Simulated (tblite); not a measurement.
Species: C₄H₈F₃NSi₂.
Structure used (GFN2-xTB), in Å, numbered top down from 1:
```xyz
18
C4H8F3NSi2 angstrom
C      3.9416    0.8185    0.1803
C      3.1067    0.1161   -0.3117
C      2.0364   -0.6970   -0.8488
N      0.7421   -0.2749   -0.3301
Si    -0.6393   -1.2788   -0.3538
C     -2.0316   -0.0890    0.2747
F     -3.1535   -0.8565    0.5309
F     -1.6640    0.3826    1.5296
Si    -2.5510    1.4099   -0.8155
F     -2.6044    0.8285   -2.3150
H      4.6971    1.4195    0.5908
H      2.0268   -0.6084   -1.9426
H      2.2313   -1.7486   -0.6021
H      0.8275    0.4480    0.3693
H     -0.9423   -1.6746   -1.7280
H     -0.6352   -2.4460    0.5378
H     -1.4989    2.4095   -0.8034
H     -3.8981    1.8476   -0.5036
```

Calculated harmonic vibrations of the isolated species, GFN2-xTB (tblite), most abundant isotopes, no scaling. Against measured fundamentals such values can be off by several per cent, at times by over 20. Modes of hydrogen on silicon can be 10 to 20 % off. One conformer, not necessarily the lowest. The optimisation stopped once no atom felt more than 0.01 eV/Å.

Lowest wavenumbers of the output (negative numbers stand for imaginary wavenumbers):
```
mode    cm-1
  1     -75.3
  2      16.7
  3      45.0
  4      53.1
  5      78.8
  6     113.4
  7     151.1
  8     177.8
  9     214.5
 10     236.8
```

**Question.** Is this structure a minimum?

**Answer.** No. 1 mode is imaginary beyond 20i (75i cm⁻¹), so at this level the point lies at or near a first-order saddle.

**Question.** Which atoms move in the imaginary mode?

**Answer.** 75i: C3 (sp3 carbon bound to nitrogen) 19 %, H14 (N–H hydrogen) 17 %, N4 (silicon-bound nitrogen) 16 %, C1 (terminal alkyne carbon) 15 %. These are shares of the mass-weighted motion.

**Question.** What is the remedy?

**Answer.** Step along that mode in both directions, optimise again with tighter thresholds and repeat the frequencies. The zero-point energy of this point (67.4 kcal/mol) counts the 47 real modes alone, and thermal corrections from it aren't those of a minimum.

On one thread of an Arm Neoverse N1 (shared host), this took 1.5 s. The figure is for the frequency step alone.
